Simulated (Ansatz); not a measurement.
Li₄Se₂⁺ (the lowest doublet isomer of a short search) was relaxed with PBE-D4 (def2-SVP) in Ansatz in these states: charge +1 doublet, charge +1 quartet. The geometries follow in no particular order.

A:

```xyz
6

Li   -1.082   -0.995   -1.353
Li    1.788    2.308   -1.496
Li    1.205   -1.283    0.949
Li   -1.227    0.852    1.327
Se   -1.207   -1.554    1.006
Se    0.524    0.672   -0.435
```

B:

```xyz
6

Li    0.067   -0.220   -1.828
Li   -2.673   -0.235   -0.459
Li   -0.422    1.792    0.038
Li    1.748   -1.067    1.656
Se    1.841    0.603   -0.183
Se   -0.560   -0.873    0.778
```

Question: Judge from the bond lengths which geometry belongs to which state (an estimate).

Answer: A is the charge +1 doublet (Li3–Se6 2.490 Å, Li1–Se6 2.491 Å, Li2–Se6 2.324 Å); B is the charge +1 quartet (Li3–Se6 2.769 Å, Li1–Se6 2.758 Å, Li2–Se6 2.531 Å).

At PBE0-D4/def2-TZVP a doublet lies 3.16 eV below the charge +1 quartet. These are the stationary points nearest to one start from a short search; other shapes may lie lower in each state.
